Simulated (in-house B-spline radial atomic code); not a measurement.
A run on Si that did not converge. Method: scalar-relativistic (X2C) r2SCAN, spin-polarised, spherical fractional occupations, Fermi nucleus of rms radius 3.1224 fm; computed with a B-spline radial code for spherical atoms.

Command:
```bash
python run_scf.py task.json out
```
Settings (nuclear radius in fm, mass in u):
```
Z                14
configuration    [He] 2s2 2p5 3s2 3p2 4s1
hamiltonian      x2c
method           r2scan
spin_polarised   True
nucleus          fermi
rms_radius       3.1224
atomic_mass      27.97693
speed_of_light   137.035999084
```

First and last ten iterations of the last attempt (damped for 15 steps, keeping 80 % of the old Fock matrix, then DIIS):
```
 iter        energy (Eh)    residual
    1        -286.015033    2.69e-02
    2        -286.017479    1.33e-03
    3        -286.017492    1.07e-03
    4        -286.017499    8.68e-04
    5        -286.017504    7.05e-04
    6        -286.017507    5.74e-04
    7        -286.017509    4.69e-04
    8        -286.017510    3.90e-04
    9        -286.017511    3.27e-04
   10        -286.017512    2.73e-04
  111        -286.017513    8.63e-07
  112        -286.017513    8.63e-07
  113        -286.017513    8.63e-07
  114        -286.017513    8.63e-07
  115        -286.017513    8.63e-07
  116        -286.017513    8.63e-07
  117        -286.017513    8.63e-07
  118        -286.017513    8.63e-07
  119        -286.017513    4.47e-06
  120        -286.017513    3.73e-06
 not converged after 120 iterations
```

The smallest residual met was 8.6e-07; the threshold is about 1e-07. Over the last five steps the energy moves by less than 1e-08 hartree, but the orbitals didn't meet the threshold. Time taken, with all properties: 4.4 s on 1 thread of Intel(R) Xeon(R) Platinum 8175M CPU @ 2.50GHz (shared host).
